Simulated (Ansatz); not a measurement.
Total energies of Sn(eta1-allyl)H3 (C3H8Sn) from Ansatz at PBE0-D4/def2-TZVPD, gas phase (1 Eh = 27.2114 eV = 2625.5 kJ/mol). The reference geometry is relaxed at PBE-D4/def2-SVP.

```xyz
12

Sn   -1.2591    1.3391   -0.5731
C     0.3558   -0.1372   -0.8168
C     1.0032   -0.4305    0.4928
C     0.8216   -1.5437    1.2317
H     1.0620    0.3092   -1.5466
H    -0.1046   -1.0370   -1.2726
H     1.6689    0.3601    0.8886
H     0.1680   -2.3638    0.8884
H     1.3213   -1.6748    2.2037
H    -0.6366    2.7234    0.2588
H    -2.5263    0.6267    0.3635
H    -1.8742    1.8285   -2.1185
```

| state | geometry | energy (Eh) |
| --- | --- | --- |
| charge 0 singlet | reference | -333.28099 |
| charge -1 doublet | reference | -333.25137 |
| free Sn atom (triplet) | – | -214.25878 |
| free C atom (triplet) | – | -37.80543 |
| free H atom (doublet) | – | -0.50104 |

In the def2 sets Sn takes a core potential; there is no spin–orbit coupling.

(1) Work out the vertical electron affinity, to the doublet.

(2) What is the binding energy per atom against free atoms?

(1) E(charge 0 singlet) − E(charge -1 doublet) = -333.28099 − (-333.25137) = -0.02962 Eh = -0.81 eV; negative, so the extra electron isn't bound.

(2) Atoms: 1 × (-214.25878) + 3 × (-37.80543) + 8 × (-0.50104) = -331.68339 Eh. Binding: -331.68339 − (-333.28099) = 1.59760 Eh = 43.47 eV, or 3.62 eV for each of 12 atoms (no zero-point energy, no counterpoise term).

At PBE0-D4/def2-TZVPD the highest occupied level of the charge -1 doublet lies above zero (up to 1.91 eV). By energy differences it is unbound by 0.81 eV (vertical, to the charge 0 singlet, at PBE0-D4/def2-TZVPD) and held by the finite basis.
